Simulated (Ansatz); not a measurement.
Total energies of `CCC(C)CC(C)CC(C)C` from Ansatz at PBE0-D4/def2-SVP, gas phase (1 Eh = 27.2114 eV = 2625.5 kJ/mol). The reference geometry is relaxed at PBE-D4/def2-SVP.

Cartesian coordinates in Å:
```
C -1.021 2.938 2.506
C 0.277 2.907 1.698
C 0.555 1.594 0.937
C 1.954 1.631 0.309
C -0.541 1.306 -0.107
C -0.385 0.038 -0.970
C -1.526 -0.033 -1.994
C -0.306 -1.231 -0.102
C -0.132 -2.574 -0.838
C 1.131 -2.602 -1.708
C -0.126 -3.731 0.169
H -1.105 3.874 3.094
H -1.069 2.090 3.223
H -1.921 2.876 1.862
H 1.133 3.097 2.382
H 0.285 3.749 0.968
H 0.541 0.775 1.693
H 2.009 2.401 -0.491
H 2.725 1.883 1.066
H 2.239 0.660 -0.143
H -1.527 1.250 0.405
H -0.607 2.186 -0.788
H 0.568 0.131 -1.537
H -2.504 -0.181 -1.488
H -1.594 0.906 -2.580
H -1.396 -0.864 -2.716
H -1.227 -1.284 0.523
H 0.537 -1.130 0.619
H -1.010 -2.720 -1.506
H 1.259 -3.589 -2.198
H 2.038 -2.416 -1.092
H 1.110 -1.836 -2.508
H 0.739 -3.649 0.862
H -1.047 -3.737 0.788
H -0.053 -4.714 -0.339
```

| state | geometry | energy (Eh) |
| --- | --- | --- |
| charge 0 singlet | reference | -432.82450 |
| charge 1 doublet | reference | -432.46118 |
| charge 1 doublet | relaxed at PBE-D4/def2-SVP | -432.47826 |
| charge -1 doublet | reference | -432.72466 |
| free C atom (triplet) | – | -37.76066 |
| free H atom (doublet) | – | -0.50029 |

(1) Work out the vertical ionisation energy to the doublet.

(2) Work out the vertical electron affinity, to the doublet.

(3) Give the fundamental gap IE − EA, the Mulliken electronegativity (IE + EA)/2 and the hardness (IE − EA)/2.

(4) How much does the charge 1 doublet relax, and what is the adiabatic ionisation energy?

(5) What is the binding energy per atom against free atoms?

(1) E(charge 1 doublet) − E(charge 0 singlet) = -432.46118 − (-432.82450) = 0.36332 Eh = 9.89 eV. For comparison, −ε of the highest occupied level is 8.32 eV at this level, 1.57 eV less.

(2) E(charge 0 singlet) − E(charge -1 doublet) = -432.82450 − (-432.72466) = -0.09984 Eh = -2.72 eV; negative, so the extra electron isn't bound. The basis lacks diffuse functions, which makes affinities too small.

(3) From the values in Eh: IE − EA = 0.36332 − (-0.09984) = 0.46316 Eh = 12.60 eV; (IE + EA)/2 = 3.58 eV; (IE − EA)/2 = 6.30 eV. The HOMO–LUMO gap of the same run is 9.88 eV, 2.72 eV smaller than the fundamental gap.

(4) Relaxation: -432.46118 − (-432.47826) = 0.01708 Eh = 0.46 eV. Adiabatic ionisation energy: 0.34624 Eh = 9.42 eV, without zero-point energy. 

(5) Atoms: 11 × (-37.76066) + 24 × (-0.50029) = -427.37422 Eh. Binding: -427.37422 − (-432.82450) = 5.45028 Eh = 148.31 eV, or 4.24 eV for each of 35 atoms (no zero-point energy, no counterpoise term).

At PBE0-D4/def2-SVP the highest occupied level of the charge -1 doublet lies above zero (up to 3.96 eV). By energy differences it is unbound by 2.72 eV (vertical, against the charge 0 singlet, at PBE0-D4/def2-SVP) and held by the finite basis.
